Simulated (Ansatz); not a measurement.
Zn6H18S6. Charge 0, multiplicity 3. Geometry PBE-D4/def2-SVP, that of the neutral singlet; atoms count from 1.

```xyz
30

S     0.374   -3.064   -0.979
Zn   -1.198   -1.732   -2.162
Zn   -2.021   -0.686    2.100
S    -2.183   -0.094   -0.199
S     0.456   -0.368   -3.185
Zn   -1.930    2.269   -0.314
Zn    1.900   -2.252    0.650
S     0.353   -0.520    2.103
S     3.018   -0.797   -0.859
Zn    2.001    1.010   -2.019
Zn    0.873    1.798    2.231
S     0.435    2.150   -0.081
H    -1.580   -2.881    1.209
H    -0.406   -3.931   -0.280
H    -2.614   -2.129   -2.699
H    -2.106   -2.996    1.768
H    -3.071   -0.859    3.224
H    -3.524   -0.216   -0.398
H    -0.270    0.518   -3.916
H    -1.436    1.815   -2.630
H    -1.940    2.404   -2.647
H    -2.938    3.443   -0.291
H     2.468   -2.983    1.913
H     0.633   -0.914    3.375
H     3.952   -0.189   -0.081
H     3.022    1.067    1.418
H     2.635    2.370   -2.467
H     1.143    2.758    3.414
H     3.186    1.545    2.008
H     0.769    3.463   -0.206
```

Single mean-field runs in def2-TZVP are fitted with def2-universal-jkfit. In the triplet geometry the species has come apart into loosely held pieces. At PBE0-D4/def2-TZVP a singlet of charge 0 lies 5.09 eV below the triplet at the same geometry.

Estimate the Mulliken populations of the heavy atoms from the PBE0/def2-TZVP orbitals of Ansatz.


```csv
atom,charge (e),spin (α − β),d electrons
S1,-0.35,0.06,–
Zn2,0.26,0.06,10.06
Zn3,0.10,0.29,10.05
S4,-0.32,0.13,–
S5,-0.35,0.06,–
Zn6,0.10,0.29,10.05
Zn7,0.25,0.04,10.06
S8,-0.34,0.07,–
S9,-0.34,0.08,–
Zn10,0.25,0.04,10.06
Zn11,0.12,0.28,10.05
S12,-0.34,0.07,–
```
Mulliken values depend strongly on the basis.

Where does the spin sit?

Summed by element: S 0.47, Zn 1.00, H 0.54, of 2 unpaired in all. Largest on single atoms: Zn6 0.29, Zn3 0.29, Zn11 0.28.

And the Mayer bond orders between heavy atoms (over 0.3)?

S1–Zn2 0.64 (2.38 Å); S1–Zn7 0.59 (2.38 Å); Zn2–S4 0.30 (2.74 Å); Zn2–S5 0.64 (2.38 Å); Zn3–S4 0.52 (2.38 Å); Zn3–S8 0.54 (2.38 Å); S4–Zn6 0.52 (2.38 Å); S5–Zn10 0.59 (2.38 Å); Zn6–S12 0.54 (2.38 Å); Zn7–S9 0.61 (2.38 Å); S8–Zn11 0.55 (2.38 Å); S9–Zn10 0.61 (2.38 Å); Zn11–S12 0.55 (2.38 Å).
